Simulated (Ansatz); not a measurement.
Input file for ClGaH$_{4}$N$_{2}$ (`[NH2][Ga]([NH2])[Cl]`):

```yaml
crystal:
  periodic: [false, false, false]
  atoms:
    - {symbol: N, position_ang: [-0.433986, 1.564000, -0.293304]}
    - {symbol: Ga, position_ang: [-0.264647, -0.235581, -0.294279]}
    - {symbol: N, position_ang: [0.851561, -1.192297, 0.757330]}
    - {symbol: Cl, position_ang: [-1.496965, -1.332579, -1.664366]}
    - {symbol: H, position_ang: [-1.220641, 1.991639, -0.752208]}
    - {symbol: H, position_ang: [-0.094676, 2.128623, 0.466996]}
    - {symbol: H, position_ang: [1.626453, -0.765135, 1.235929]}
    - {symbol: H, position_ang: [1.032901, -2.158660, 0.543902]}
basis:
  gaussian: {orbitals: def2-SVP}
correlation: {method: ccsd_t}
```

```sh
$ ansatz run in.yaml --threads 4 --pin off --events-out ev --progress --plain --max-ram 10444MiB
```

Output of Ansatz, abridged:

```
Functional definition: HF
  name "HF"
  cite "Fock, Z. Phys. 61, 126 (1930) doi:10.1007/BF01340294"
  parent pbe
  exchange = exact_x
  correlation = 0
973 factors; integrals over basis functions are off by at most 9.4e-4 eV
mean field evaluation 1: about -67850.7583 eV, gradient 4.2e1 eV
mean field evaluation 2: about -67850.7606 eV, gradient 4.2e1 eV
mean field evaluation 4: about -67854.4383 eV, gradient 2.9e0 eV
mean field evaluation 8: about -67854.4633 eV, gradient 2.1e-4 eV
mean field -67854.46331381 eV, -2493.6055333755 hartree, gradient 1.6e-6 eV, S^2 0.000000; 0 other end points of the search recorded, 0 dependent functions left out
16 core orbitals not correlated: weight in the atoms' cores, before any rotation towards them, 1.000 or more for the frozen orbitals, at most 0.000 for the correlated occupied ones
reference -67854.46331381 eV, -2493.6055333755 hartree; 17, 17 occupied and 65, 65 virtual orbitals, 973 factors
second order -18.69528848 eV of doubles, -0.00000000 eV of singles
cycle   1  -18.68459541 eV  change    1.1e-2 eV  update   1.0e-1
cycle   2  -19.17454928 eV  change   -4.9e-1 eV  update   2.9e-2
cycle   3  -19.27303017 eV  change   -9.8e-2 eV  update   1.5e-2
cycle   4  -19.26632413 eV  change    6.7e-3 eV  update   3.6e-3
cycle   5  -19.26471584 eV  change    1.6e-3 eV  update   1.5e-3
cycle   6  -19.26431525 eV  change    4.0e-4 eV  update   4.5e-4
cycle   7  -19.26423408 eV  change    8.1e-5 eV  update   1.6e-4
cycle   8  -19.26424429 eV  change   -1.0e-5 eV  update   4.6e-5
cycle   9  -19.26424468 eV  change   -3.9e-7 eV  update   1.9e-5
perturbative correction -0.52446604 eV, -0.0192737714 hartree
Total energy: -67874.25202453 eV, -2494.3327550810 hartree
```

Run time 3.5 s (4 threads of an Arm Neoverse V1 on a shared host); peak host memory 0.38 GiB.

The correlation energy is -19.789 eV, 2.7 % of it from (T); the T1 diagnostic reads 0.0122.
